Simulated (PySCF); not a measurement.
Computed IR spectrum (relative IR intensity) of a molecule C5H6. Coordinates come from a PBE0-D3(BJ)/def2-SVP optimisation. The values are those of a single conformer. The numbers are results of PBE0-D3(BJ)/def2-SVP (PySCF 2.14.0), not measurements. Harmonic, unscaled wavenumbers; measured fundamentals usually lie a few per cent lower.

```csv
ν (cm⁻¹),relative intensity
334,18
682,100
812,12
903,42
948,23
978,23
1098,6.7
1330,3.1
1365,46
1416,3.6
1593,4.5
3048,5.1
3089,3.4
3225,4.9
3235,8.0
3253,14
3259,2.5
```

### Question
Pick the molecule that these values belong to.
A) C=C=CC=C
B) C#CC1CC1
C) C1=CCC=C1
D) C=CC#CC

### Answer
C, C1=CCC=C1
